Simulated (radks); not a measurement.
The numbers below are computed, except where a source is named.
Q: These are the eigenvalues of the occupied orbitals of an atom or ion with whole-number occupations (hartree). Level of theory: Dirac Kohn-Sham, BLYP, spin-unpolarised, spherical densities, finite nucleus; Fermi nuclear charge, rms radius of each element as measured or else 0.836 A^(1/3) + 0.57 fm (a radial shooting solver on a logarithmic mesh with Libxc functionals).

orbital  eigenvalue
1s1/2     -2594.901
2s1/2     -485.3196
2p1/2     -466.1641
2p3/2     -416.4623
3s1/2     -146.2464
3p1/2     -137.7867
3p3/2     -126.8787
3d3/2     -112.7146
3d5/2     -110.3393
4s1/2     -61.31938
4p1/2     -57.71884
4p3/2     -54.54524
4d3/2     -48.66247
4d5/2     -47.99770

Which element is it, and in what charge state? The configuration may be excited. Open shells, if any, fill j = l - 1/2 first.

A: Z = 74, tungsten, charge +32: W32+ in [Kr] 4d6. The list shows which subshells hold electrons but not how many an open one holds; the 1s level, -2594.9 hartree, gives Z - s = 72.0 by -(Z - s)^2/2, which with screening and relativity narrows Z to a few neighbours, and the depths of the outer levels then fix element, charge and occupations together.
